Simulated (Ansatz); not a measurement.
This geometry of CH$_{5}$ISiTe (9 atoms, charge 0, multiplicity 1) is a first-order saddle point.

The calculation used Ansatz, RKS PBE0-D4/def2-SVP.

```xyz
9
Properties=species:S:1:pos:R:3
Te -0.363 2.400 -0.156
C 0.644 0.587 0.489
Si -0.203 -0.931 -0.201
I 0.980 -2.942 0.574
H -1.514 1.578 -1.042
H 1.686 0.637 0.140
H 0.632 0.568 1.588
H -1.609 -1.017 0.282
H -0.165 -0.927 -1.689
```

Task: Which two structures does it join? (They come from a converged band through this point; their orientation in space is the band's.)

Result: No bond is made or broken. The dihedral H5–Te1–C2–Si3 goes from -69 to 69°. The two ends are copies of one structure, up to a mirror image or an exchange of like atoms.

Initial state:

```xyz
9
Properties=species:S:1:pos:R:3
Te -0.788 2.229 0.032
C 0.522 0.559 0.495
Si -0.301 -1.022 -0.072
I 1.193 -2.935 0.369
H -0.565 2.056 -1.610
H 1.507 0.735 0.041
H 0.640 0.571 1.589
H -1.564 -1.251 0.680
H -0.556 -0.988 -1.539
```

Final state:

```xyz
9
Properties=species:S:1:pos:R:3
Te -0.280 2.226 -0.753
C 0.673 0.558 0.261
Si -0.183 -1.022 -0.253
I 0.821 -2.934 0.939
H -1.688 2.058 0.121
H 1.721 0.568 -0.075
H 0.660 0.739 1.345
H -1.627 -0.984 0.110
H -0.009 -1.256 -1.712
```

Task: How far does it lie above each of them?

Result: 0.046 eV above the first and 0.046 eV above the second. This is the barrier of this one path; another mechanism may lie lower.

Run time: 4.9 min on 2 threads of Arm Neoverse V1, with other jobs on the host, peak memory 0.3 GiB.
